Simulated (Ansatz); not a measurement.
Reaction (atomization): `C[Si](O)F`• → C• + F• + 4 H• + O• + Si•

Computed with Ansatz on PBE0-D4/def2-TZVP structures; ΔE is electronic, products minus reactants. CCSD(T)/CBS adds triple-zeta CCSD(T) − MP2 to the extrapolated MP2 energy (def2 sets, frozen cores). This one scheme is used for every species, atoms too. DFT in def2-TZVPP. B3LYP here is the variant with VWN-RPA as its local correlation; programs differ in this. HSE06 is defined as in plane-wave codes. No spin–orbit coupling; open shells (•) take unrestricted orbitals. Spin–orbit coupling would lower the free atoms: a little for C, F, O, Si. Each species was taken in one conformer, which may not be the lowest.

```json
{"level": "PBE-D4", "ΔE (kJ/mol)": "3113.2", "difference from CCSD(T)/CBS": "38.7"}
{"level": "r2SCAN-D4", "ΔE (kJ/mol)": "3085.1", "difference from CCSD(T)/CBS": "10.6"}
{"level": "HSE06-D4", "ΔE (kJ/mol)": "3052.4", "difference from CCSD(T)/CBS": "-22.1"}
{"level": "revPBE", "ΔE (kJ/mol)": "2991.0", "difference from CCSD(T)/CBS": "-83.5"}
{"level": "BLYP", "ΔE (kJ/mol)": "3031.0", "difference from CCSD(T)/CBS": "-43.5"}
{"level": "r2SCAN", "ΔE (kJ/mol)": "3082.1", "difference from CCSD(T)/CBS": "7.6"}
{"level": "B3LYP", "ΔE (kJ/mol)": "3035.8", "difference from CCSD(T)/CBS": "-38.7"}
{"level": "r2SCANh", "ΔE (kJ/mol)": "3058.2", "difference from CCSD(T)/CBS": "-16.3"}
{"level": "LC-ωPBE", "ΔE (kJ/mol)": "3062.5", "difference from CCSD(T)/CBS": "-12.0"}
{"level": "CCSD(T)/def2-TZVPP", "ΔE (kJ/mol)": "2986.3", "difference from CCSD(T)/CBS": "-88.2"}
{"level": "CCSD(T)/CBS", "ΔE (kJ/mol)": "3074.5", "difference from CCSD(T)/CBS": "0"}
```

Largest T1 diagnostic among the species: 0.013.

At CCSD(T), def2-SVP lies −236.9 kJ/mol from the extrapolated value and def2-TZVPP −88.2 kJ/mol: correlation converges slowly with the basis, and small sets miss more of it in the bonded molecule than in its fragments. In def2-TZVPP, CCSD(T) changes the Hartree–Fock value by +720.0 kJ/mol (the triples alone add +41.3 kJ/mol) and MP2 by +796.6 kJ/mol; breaking electron pairs costs correlation energy, which Hartree–Fock lacks.

For atomizations the MP2-based limit and the directly extrapolated one differ by several kJ/mol either way, and by 10 to 25 for some Ge, Se and Sn compounds, so smaller differences from it don't rank the levels.
